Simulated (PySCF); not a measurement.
## Electronic structure of Ge (germanium, neutral) at the UHF level

Configuration: [Ar] 3d10 4s2 4p1 4d1, one real determinant (an excited configuration). Computed with PySCF 2.14 in aug-cc-pVTZ-PP with one added diffuse shell each of s, d, f type with ECP10MDF (7s5p5d3f, 68 functions), with scalar relativity through the core potential.

```
Total energy                                                  : -293.139079 hartree
One-electron energy                                           : -518.4594 hartree
Hartree (Coulomb) energy                                      : 248.8622 hartree
Exchange energy                                               : -23.5418 hartree
⟨S²⟩                                                          : 2.0100
⟨L²⟩                                                          : 8.032
Sum of ⟨r⟩                                                    : 27.48 bohr
Sum of ⟨r²⟩                                                   : 105.5 bohr²
Traceless quadrupole moment −½Σ⟨3z² − r²⟩ along its main axis : 18.8 e·bohr²
```

| shell | electrons | mean orbital energy (eV) | spread (eV) | rms radius, mean of both spins (bohr) |
| --- | --- | --- | --- | --- |
| 3s α | 1 | -205.43 | 0 | 0.670 |
| 3s β | 1 | -205.32 | 0 | 0.670 |
| 3p α | 3 | -148.66 | 0.024 | 0.702 |
| 3p β | 3 | -148.52 | 0.480 | 0.702 |
| 3d α | 5 | -49.060 | 0.292 | 0.808 |
| 3d β | 5 | -48.971 | 0.483 | 0.808 |
| 4s α | 1 | -20.875 | 0 | 2.24 |
| 4s β | 1 | -18.562 | 0 | 2.24 |
| 4p α | 1 | -11.943 | 0 | 2.79 |
| 4d α | 1 | -1.590 | 0 | 8.79 |

⟨L²⟩ = 8.03 against 12 for a pure F term, so this real determinant mixes terms. Energies and moments cover only the electrons outside the core potential. The outer electron is Rydberg-like, and this basis confines it to a smaller radius and binds it less than a complete one would.
